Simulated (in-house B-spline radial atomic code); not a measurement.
How numerical settings move a run on La³⁺, [Kr] 4d10 5s2 5p6. Computed with an all-electron radial atomic-structure program (B-spline basis): Dirac-Hartree-Fock, average of configuration, Fermi nucleus of rms radius 4.855 fm.

Command:
```bash
python run_scf.py task.json out
```
Settings of the sound reference run:
```
Z                57
electrons        54
configuration    [Kr] 4d10 5s2 5p6
hamiltonian      dirac
method           hf
spin_polarised   False
nucleus          fermi
rms_radius       4.855
mass_number      139
atomic_mass      138.9064
speed_of_light   137.036
knot_spacing     0.22
spline_order     8
gauss_points     12
box_radius       16.22
max_iterations   70
damping          0.5
damped_steps     3
diis_vectors     10
tolerance        1e-08
start            Thomas-Fermi
```

Time taken, with all properties: 1.8 s on 1 thread of Arm Neoverse N1, with other jobs on the host.

It converges in 10 iterations to -8492.443719 hartree, with 5p3/2 at -49.5833 eV. The other runs change the listed settings, some to values that make no sense; their results aren't properties of the atom or ion. Radii are in bohr (the nuclear one in fm), a minus after a letter asks for a j subshell, and «unchanged» means within 1e-8 hartree. The run stops when the residual is below 10 × tolerance × max(1, Z/10), or a noise floor if that is larger, and the energy moves by less than 1e-8 × √|E| hartree; so very loose and very tight tolerances often act alike.

```tsv
changed settings	outcome
knot_spacing = 0.4	converged in 10 iterations, energy +6.05e-03 hartree from the reference, 5p3/2 level +4.8e-05 eV
knot_spacing = 1.4	converged in 9 iterations, energy +2.42e+02 hartree from the reference, 5p3/2 level -1.9e+00 eV (the program warns: 5p3/2 reaches the box edge; 1s1/2 reaches the box edge)
electrons = 57, configuration = [Kr] 4d10 5s2 5p6 6s3, max_iterations = 60	stopped with error: shell 6s holds at most 2 electrons
knot_spacing = 1	converged in 10 iterations, energy +1.46e+02 hartree from the reference, 5p3/2 level -8.2e-01 eV (the program warns: 5p3/2 reaches the box edge; 2s1/2 reaches the box edge)
electrons = 55, configuration = [Kr] 4d10 5s2 5p6 2f1, max_iterations = 50	stopped with error: there is no 2f shell
knot_spacing = 0.15	converged in 9 iterations, energy -1.33e-07 hartree from the reference, 5p3/2 level -1.5e-06 eV
knot_spacing = 0.1	converged in 9 iterations, energy -1.36e-07 hartree from the reference, 5p3/2 level -1.2e-06 eV
knot_spacing = 0.3	converged in 10 iterations, energy +4.42e-05 hartree from the reference, 5p3/2 level +1.8e-05 eV
box_radius = 0.65, max_iterations = 60, damping = 0.8, damped_steps = 30, diis_vectors = 0	converged in 53 iterations, energy +1.31e+03 hartree from the reference, 5p3/2 level +3.2e+03 eV (the program warns: 5p3/2 has a positive eigenvalue: unbound, held by the box; 3d3/2 has a positive eigenvalue: unbound, held by the box)
max_iterations = 100, damped_steps = 0, diis_vectors = 20	converged in 8 iterations, energy unchanged, 5p3/2 level -7.4e-07 eV
spline_order = 10	converged in 10 iterations, energy -9.88e-08 hartree from the reference
tolerance = 1e-13	converged in 10 iterations, energy unchanged
spline_order = 7	converged in 10 iterations, energy +7.45e-07 hartree from the reference
spline_order = 7, max_iterations = 100, start = bare nucleus	converged in 11 iterations, energy +7.45e-07 hartree from the reference
spline_order = 3, max_iterations = 100, tolerance = 0.001	converged in 8 iterations, energy +2.89e-01 hartree from the reference, 5p3/2 level +8.0e-03 eV
knot_spacing = 0.75	converged in 10 iterations, energy +6.34e+00 hartree from the reference, 5p3/2 level +2.7e-01 eV (the program warns: 5p3/2 reaches the box edge; 4s1/2 reaches the box edge)
```

What happens with spline_order = 6?

Converged in 10 iterations, energy +1.06e-05 hartree from the reference.

What happens with spline_order = 4?

Converged in 10 iterations, energy +5.56e-03 hartree from the reference, 5p3/2 level +1.2e-04 eV.

What happens with tolerance = 1e-06?

Converged in 8 iterations, energy unchanged, 5p3/2 level +2.2e-04 eV.

What happens with spline_order = 3?

Converged in 9 iterations, energy +2.89e-01 hartree from the reference, 5p3/2 level +7.8e-03 eV.
